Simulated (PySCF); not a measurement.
C6CrN6 (charge -3 and quartet state).
Bonds: N1–C2 (triple), C2–Cr3, Cr3–C4, C4–N5 (triple), Cr3–C6, C6–N7 (triple), Cr3–C8, C8–N9 (triple), Cr3–C10, C10–N11 (triple), Cr3–C12, C12–N13 (triple).
Bond orders are those of one Lewis drawing.
The ion is multiply charged and has no counter-ions or solvent; whether it holds all its electrons wasn't checked.

Method: PBE0-D3(BJ)/def2-SVP geometry optimisation, gas phase in PySCF 2.14.0; unrestricted, density fitting, grid level 1; the optimiser is geomeTRIC in internal coordinates, started from a GFN2-xTB structure with every atom displaced at random (about 0.01 Å).

Step 1: E = -43540.1507 eV
```
atom  x, y, z in Å  |  force x, y, z in eV/Å
N1      1.1303    0.9457    2.9332   -0.030  -0.003  -0.012
C2      0.7178    0.6028    1.8921    0.024   0.046   0.156
Cr3    -0.0007   -0.0184    0.0254    0.271   0.051   0.106
C4      0.1224    1.9522   -0.6640   -0.070   0.157  -0.115
N5      0.1415    3.0545   -1.0589    0.073  -0.036   0.029
C6     -0.7077   -0.6389   -1.8352    0.002  -0.063  -0.121
N7     -1.1054   -0.9947   -2.8767   -0.011  -0.014  -0.059
C8     -1.9712    0.3812    0.5672    0.055   0.060  -0.228
N9     -3.0910    0.6908    0.6899   -0.311  -0.022   0.275
C10     1.9742   -0.3664   -0.5869    0.118  -0.012  -0.114
N11     3.0719   -0.5590   -0.9464   -0.009  -0.002   0.030
C12    -0.0934   -1.9815    0.7338   -0.170  -0.210   0.041
N13    -0.1831   -3.0851    1.1159    0.058   0.048   0.012
```

Step 2: E = -43540.1702 eV
```
atom  x, y, z in Å  |  force x, y, z in eV/Å
N1      1.0124    0.9719    2.9673   -0.030  -0.003  -0.013
C2      0.6462    0.6244    1.9108    0.143  -0.002  -0.007
Cr3     0.0000   -0.0076    0.0089    0.166  -0.017   0.155
C4      0.1920    1.9576   -0.7141   -0.196   0.068   0.003
N5      0.2641    3.0523   -1.1228    0.052  -0.006   0.010
C6     -0.6689   -0.6389   -1.8781   -0.092  -0.023  -0.024
N7     -1.0413   -0.9974   -2.9285    0.011   0.010   0.005
C8     -1.9688    0.3396    0.6568   -0.192   0.198  -0.360
N9     -3.0875    0.5988    0.8875    0.076  -0.099   0.171
C10     1.9753   -0.3418   -0.6451    0.050  -0.067   0.070
N11     3.0685   -0.5270   -1.0213   -0.009   0.003   0.017
C12    -0.1407   -1.9758    0.7364   -0.018  -0.083  -0.040
N13    -0.2458   -3.0729    1.1316    0.037   0.022   0.012
```

**Question.** Estimate the geometry and energy of step 3. (The exact step hangs on the optimiser's Hessian estimate; all steps are aligned on step 2, rigid shifts and turns removed.)

**Answer.** E = -43540.1930 eV, largest force 0.246 eV/Å
```
atom  x, y, z in Å  |  force x, y, z in eV/Å
N1      1.0707    0.9697    2.9542   -0.011   0.001  -0.003
C2      0.6885    0.6239    1.9031    0.005  -0.014  -0.044
Cr3     0.0021   -0.0059    0.0077    0.062  -0.010   0.079
C4      0.1520    1.9744   -0.7063   -0.068  -0.040   0.009
N5      0.2150    3.0729   -1.1057    0.027   0.006   0.003
C6     -0.6846   -0.6381   -1.8829   -0.010  -0.012   0.004
N7     -1.0639   -0.9942   -2.9318    0.016   0.017   0.031
C8     -1.9904    0.3640    0.6098   -0.163   0.112  -0.146
N9     -3.1082    0.6117    0.8613    0.197  -0.094   0.068
C10     1.9905   -0.3640   -0.6132   -0.038  -0.001   0.016
N11     3.0890   -0.5626   -0.9661   -0.005   0.000   0.014
C12    -0.1320   -1.9855    0.7314   -0.038   0.034  -0.041
N13    -0.2232   -3.0832    1.1279    0.026   0.001   0.010
```

The energy changes by -0.0228 eV. The first-order estimate −F·Δx gives -0.0376 eV and the mean of the old and new forces, exact on a quadratic surface, -0.0225 eV. The step makes an angle of 67° with the force vector and moves no atom by more than 0.069 Å.

The cost below is that of the whole optimisation. The run took 9.0 min of wall time on Arm Neoverse V1, one thread, no GPU, shared host with 32 logical CPUs at a one-minute load of 10, and the process peaked at 1.4 GiB of memory.
